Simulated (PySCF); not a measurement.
Compound: C₅H₈O₄.
SMILES with atom numbers: `[O:1]=[C:2]([OH:3])[C@@H:4]1[CH2:5][CH2:6][O:7][CH2:8][O:9]1`

NICS is the negative of the GIAO shielding at a point without a nucleus: at the ring centre (0) and 1 Å above and below it (1); zz is the component along the ring normal. Level: GIAO PBE0/pcSseg-1 (PySCF, non-relativistic, gas phase) on the GFN2-xTB geometry, one conformer.

Ring bond lengths (Å), with Mayer bond orders in brackets: C4–C5 1.535 (1.02), C5–C6 1.530 (1.02), C6–O7 1.416 (0.92), O7–C8 1.392 (0.98), C8–O9 1.401 (0.95), O9–C4 1.412 (0.94).

Q: What do the NICS probes read (ppm)?

A: 
```json
{"ring": "C4–C5–C6–O7–C8–O9", "type": "6-membered ring with 2 O; formal bonds all single", "NICS(0)": "-2.2", "NICS(1), two faces": "-1.3 / -2.1", "NICS(1)zz, two faces": "2.9 / 2.2", "rms pucker (Å)": "0.22", "centre to ring atoms, mean (Å)": "1.40"}
```

Q: What can be read from them?

A: 
- C4–C5–C6–O7–C8–O9: mean NICS(1)zz 2.6 ppm, near zero. C4, C5, C6, C8 have four or more neighbours, and the NICS criterion for π rings isn't applied.

Q: What are the shieldings of the ring atoms and their hydrogens in the same run (means over atoms taken as equivalent)?

A: 
```
  atoms                     environment  σ isotropic (ppm)
     C4      sp3 carbon bound to oxygen              110.9
     C5                 ring CH2 carbon              157.0
     C6      sp3 carbon bound to oxygen              119.5
     O7             cyclic ether oxygen              265.5
     C8  sp3 carbon bearing two oxygens               92.1
     O9             cyclic ether oxygen              258.5
H on C4                methine hydrogen              27.04
H on C5              methylene hydrogen              29.49
H on C5              methylene hydrogen              29.73
H on C6              methylene hydrogen              28.10
H on C6              methylene hydrogen              27.61
H on C8              methylene hydrogen              26.78
H on C8              methylene hydrogen              26.57
```
